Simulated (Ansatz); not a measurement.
The inner images of a band of AlH10NOSi2 (15 atoms, charge 0, multiplicity 1) are given out of order.

Level of theory: RKS PBE/6-31G* in Ansatz 0.2.0.

Initial state:

```xyz
15
Properties=species:S:1:pos:R:3
Al -0.258 0.130 -0.238
H -1.164 -0.656 0.842
O 1.430 -0.365 -0.354
Si 2.560 -1.348 -1.039
H 1.959 -2.427 -1.904
H 3.512 -0.560 -1.902
H 3.389 -2.029 0.018
H -0.938 0.693 -1.593
N 0.140 1.911 0.757
H 1.171 1.937 0.749
Si -0.608 3.361 -0.054
H -2.073 3.098 -0.141
H -0.355 4.583 0.779
H 0.047 3.492 -1.385
H -0.149 1.812 1.739
```

Final state:

```xyz
15
Properties=species:S:1:pos:R:3
Al 0.360 0.722 -0.976
H -0.793 0.080 2.634
O 1.738 -0.297 -0.841
Si 2.610 -1.674 -1.136
H 1.835 -2.661 -1.966
H 3.875 -1.337 -1.873
H 2.979 -2.338 0.160
H -0.916 0.311 -1.827
N 0.433 2.294 -0.100
H 1.289 2.484 0.432
Si -0.762 3.574 -0.092
H -1.917 3.094 -0.918
H -1.258 3.895 1.292
H -0.245 4.858 -0.683
H -0.569 0.626 2.169
```

Put them in order from the first end to the last, with their energies above the first end.
A.
```xyz
15
Properties=species:S:1:pos:R:3
Al 0.073 0.379 -0.465
H -0.720 0.037 1.133
O 1.613 -0.399 -0.500
Si 2.624 -1.593 -1.036
H 2.023 -2.374 -2.174
H 3.917 -0.996 -1.515
H 2.940 -2.558 0.072
H -1.008 0.249 -1.628
N 0.173 2.081 0.458
H 1.082 2.227 0.916
Si -0.697 3.571 0.053
H -2.093 3.173 -0.309
H -0.725 4.502 1.229
H -0.082 4.297 -1.110
H -0.459 1.037 1.151
```
B.
```xyz
15
Properties=species:S:1:pos:R:3
Al -0.129 0.163 -0.305
H -0.889 -0.560 0.926
O 1.565 -0.271 -0.527
Si 2.585 -1.467 -1.025
H 1.998 -2.321 -2.121
H 3.864 -0.876 -1.556
H 2.964 -2.394 0.101
H -0.949 0.551 -1.640
N 0.180 2.003 0.630
H 1.200 2.146 0.598
Si -0.746 3.442 0.009
H -2.156 3.011 -0.200
H -0.689 4.540 1.029
H -0.081 3.871 -1.254
H -0.056 1.796 1.610
```
C.
```xyz
15
Properties=species:S:1:pos:R:3
Al -0.248 0.146 -0.268
H -1.057 -0.662 0.870
O 1.438 -0.304 -0.512
Si 2.579 -1.372 -1.024
H 2.086 -2.283 -2.119
H 3.780 -0.636 -1.559
H 3.067 -2.250 0.100
H -1.033 0.691 -1.572
N 0.181 1.936 0.699
H 1.206 1.990 0.604
Si -0.671 3.369 -0.030
H -2.130 3.066 0.001
H -0.383 4.590 0.792
H -0.133 3.529 -1.409
H -0.020 1.821 1.702
```
D.
```xyz
15
Properties=species:S:1:pos:R:3
Al 0.242 0.671 -0.705
H -0.862 -0.380 1.850
O 1.588 -0.391 -0.591
Si 2.615 -1.607 -1.043
H 1.988 -2.513 -2.067
H 3.873 -1.038 -1.635
H 2.988 -2.439 0.151
H -1.102 0.243 -1.433
N 0.441 2.319 -0.002
H 1.345 2.522 0.436
Si -0.665 3.672 -0.100
H -1.993 3.131 -0.537
H -0.825 4.358 1.229
H -0.243 4.726 -1.089
H -0.725 0.360 1.812
```
E.
```xyz
15
Properties=species:S:1:pos:R:3
Al 0.214 0.606 -0.603
H -0.812 -0.171 1.446
O 1.585 -0.425 -0.488
Si 2.617 -1.603 -1.023
H 2.006 -2.417 -2.131
H 3.888 -0.993 -1.545
H 2.969 -2.532 0.102
H -1.038 0.230 -1.506
N 0.336 2.219 0.213
H 1.183 2.378 0.766
Si -0.669 3.626 -0.041
H -2.063 3.160 -0.348
H -0.702 4.491 1.189
H -0.213 4.489 -1.186
H -0.640 0.573 1.433
```
F.
```xyz
15
Properties=species:S:1:pos:R:3
Al 0.331 0.745 -0.859
H -0.797 -0.347 2.180
O 1.730 -0.253 -0.794
Si 2.592 -1.639 -1.068
H 1.826 -2.617 -1.916
H 3.877 -1.315 -1.773
H 2.923 -2.311 0.234
H -1.016 0.268 -1.553
N 0.476 2.380 -0.120
H 1.379 2.612 0.306
Si -0.722 3.656 -0.092
H -1.953 3.111 -0.752
H -1.074 4.090 1.305
H -0.283 4.888 -0.836
H -0.627 0.366 2.012
```
G.
```xyz
15
Properties=species:S:1:pos:R:3
Al -0.044 0.173 -0.372
H -0.763 -0.307 1.016
O 1.622 -0.342 -0.538
Si 2.624 -1.551 -1.042
H 2.032 -2.368 -2.162
H 3.924 -0.976 -1.536
H 2.957 -2.509 0.073
H -0.959 0.319 -1.683
N 0.140 2.044 0.536
H 1.119 2.204 0.813
Si -0.741 3.553 0.049
H -2.131 3.136 -0.286
H -0.745 4.519 1.195
H -0.052 4.166 -1.125
H -0.322 1.571 1.337
```

C (0.00 eV), B (+0.03 eV), G (+0.23 eV), A (+1.12 eV), E (+0.43 eV), D (+0.31 eV), F (+0.29 eV).

The run took 11 min on 2 threads of Arm Neoverse V1 (shared host), peak memory 0.17 GiB.
